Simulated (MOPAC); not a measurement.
A run for MOPAC: PM7 on IrS, 2S+1 = 6, a spin state set in the input, which need not be the lowest, a point of a bond scan (R = 2.175 Å).

```
PM7 1SCF PRECISE CHARGE=0 UHF MS=2.5 THREADS=1
IrS

Ir     0.00000000 1     0.00000000 1     0.00000000 1
S      0.00000000 1     0.00000000 1     2.17488000 1
```

Output:

```
*******************************************************************************
 **                                                                           **
 **                              MOPAC v23.2.5                                **
 **                                                                           **
 *******************************************************************************
 ** MOPAC's Digital Object Identifier: https://doi.org/10.5281/zenodo.6511958 **
 **                                                                           **
 ** Please cite the open-source release paper for use of this MOPAC version:  **
 ** J. E. Moussa and J. J. P. Stewart (2026)                                  **
 ** MOPAC: An open-source semiempirical molecular orbital program             **
 ** J. Open Source Softw., 11(119), 8025, https://doi.org/10.21105/joss.08025 **
 *******************************************************************************

                              PM7 CALCULATION RESULTS

 *******************************************************************************
 *  PM7        - The PM7 Hamiltonian to be used
 *  UHF        - UNRESTRICTED HARTREE-FOCK CALCULATION
 *
 *
 *
 *                 CHARGE ON SYSTEM = 0
 *
 *
 *
 *  MS=        - IN MECI, MAGNETIC COMPONENT OF SPIN =  2.5
 *  PRECISE    - TIGHTER CRITERIA TO BE USED
 *  1SCF       - DO 1 SCF AND THEN STOP
 *  THREADS=1  - MULTI-THREADING NOT USED
 *  T=         - A TIME OF 172800.0 SECONDS REQUESTED
 *  DUMP=N     - RESTART FILE WRITTEN EVERY 7200.0 SECONDS REQUESTED
 *******************************************************************************
PM7 1SCF PRECISE CHARGE=0 UHF MS=2.5 THREADS=1
 IrS

   ATOM   CHEMICAL          X               Y               Z
  NUMBER   SYMBOL      (ANGSTROMS)     (ANGSTROMS)     (ANGSTROMS)

     1      Ir          0.00000000  *   0.00000000  *   0.00000000  *
     2       S          0.00000000  *   0.00000000  *   2.17488000  *



          CARTESIAN COORDINATES

    NO.       ATOM           X           Y           Z

     1        Ir          0.0000      0.0000      0.0000
     2         S          0.0000      0.0000      2.1749

 General Reference for PM7:
 "Optimization of Parameters for Semiempirical Methods VI: More Modifications to the
 NDDO Approximations and Re-optimization of Parameters", J. J. P. Stewart, J. Mol. Mod., 1:32, 19 (2013)
 https://link.springer.com/article/10.1007/s00894-012-1667-x

           Empirical Formula: Ir S  =     2 atoms



      MOLECULAR POINT GROUP   :   C*v


          UHF CALCULATION, NO. OF ALPHA ELECTRONS =   10
                           NO. OF BETA  ELECTRONS =    5

 -------------------------------------------------------------------------------
 PM7 1SCF PRECISE CHARGE=0 UHF MS=2.5 THREADS=1
 IrS



     1SCF WAS SPECIFIED, SO BFGS WAS NOT USED
     SCF FIELD WAS ACHIEVED


                              PM7 CALCULATION
                                                       MOPAC v23.2.5 Linux




          FINAL HEAT OF FORMATION =        139.78415 KCAL/MOL =     584.85689 KJ/MOL


          COSMO AREA              =        103.65 SQUARE ANGSTROMS
          COSMO VOLUME            =         93.91 CUBIC ANGSTROMS

          IONIZATION POTENTIAL    =          7.668141 EV
          ALPHA SOMO LUMO (EV)    =         -7.668 -0.180
          BETA  SOMO LUMO (EV)    =        -10.075 -3.582
          NO. OF ALPHA ELECTRONS  =         10
          NO. OF BETA  ELECTRONS  =          5
          MOLECULAR WEIGHT        =        224.2800         POINT GROUP:  C*v

          MOLECULAR DIMENSIONS (Angstroms)

            Atom       Atom       Distance
            S     2   Ir     1     2.17488
            S     2   Ir     1     0.00000
           Ir     1    S     2     0.00000


          SCF CALCULATIONS        =          1





   ATOM   CHEMICAL          X               Y               Z
  NUMBER   SYMBOL      (ANGSTROMS)     (ANGSTROMS)     (ANGSTROMS)

     1      Ir          0.00000000  *   0.00000000  *   0.00000000  *
     2       S          0.00000000  *   0.00000000  *   2.17488000  *

                             CARTESIAN COORDINATES

   1   Ir        0.000000000     0.000000000     0.000000000
   2    S        0.000000000     0.000000000     2.174880000


           Empirical Formula: Ir S  =     2 atoms



      MOLECULAR POINT GROUP   :   C*v


          ALPHA EIGENVALUES
 -25.87192 -12.81564 -12.09094 -12.09094 -12.02973 -11.79654 -11.51091  -8.97584
  -8.97584  -7.66814  -0.17999   2.47498   2.47509   3.00409   3.00409  22.10568
  22.10568  22.42990


           BETA EIGENVALUES
 -20.75056 -10.59880 -10.59880 -10.11114 -10.07458  -3.58204  -2.04165  -1.54935
  -1.54935   0.96984   3.50195   3.50487   3.61424   3.61424   4.05890  22.13854
  22.13854  22.50143


              NET ATOMIC CHARGES AND DIPOLE CONTRIBUTIONS

  ATOM NO.   TYPE          CHARGE      No. of ELECS.   s-Pop       p-Pop       d-Pop
    1         Ir          -0.025428        9.0254     1.34708     0.01807     7.66028
    2          S           0.025428        5.9746     1.93132     3.61190     0.43135
 DIPOLE           X         Y         Z       TOTAL
 POINT-CHG.     0.000     0.000     0.266     0.266
 HYBRID         0.000     0.000    -2.035     2.035
 SUM            0.000     0.000    -1.769     1.769


          ATOMIC ORBITAL ELECTRON POPULATIONS

     Atom    s        px        py        pz      x^2-y^2     xz        z^2       yz        xy
    1 Ir   1.34708   0.00107   0.00107   0.01594   1.99971   1.84693   0.96679   1.84693   0.99992
    2  S   1.93132   1.14170   1.14170   1.32851   0.00029   0.01030   0.41037   0.01030   0.00008


                    (SZ)    =    2.500000
                    (S**2)  =    8.772845


          ATOMIC ORBITAL SPIN POPULATIONS

    Atom   Total    s     px     py     pz   x^2-y^2  xz     z^2    yz     xy
         Atomic
    1 Ir  2.6178  0.496  0.001  0.001  0.002  0.000  0.148  0.822  0.148  1.000
    2  S  2.3822  0.045  0.855  0.855  0.237 -0.000 -0.003  0.397 -0.003  0.000

 **********************
 *                    *
 * JOB ENDED NORMALLY *
 *                    *
 **********************




 == MOPAC DONE ==
```

The run finished.

Cost: about 0.05 core-seconds (a rough figure).
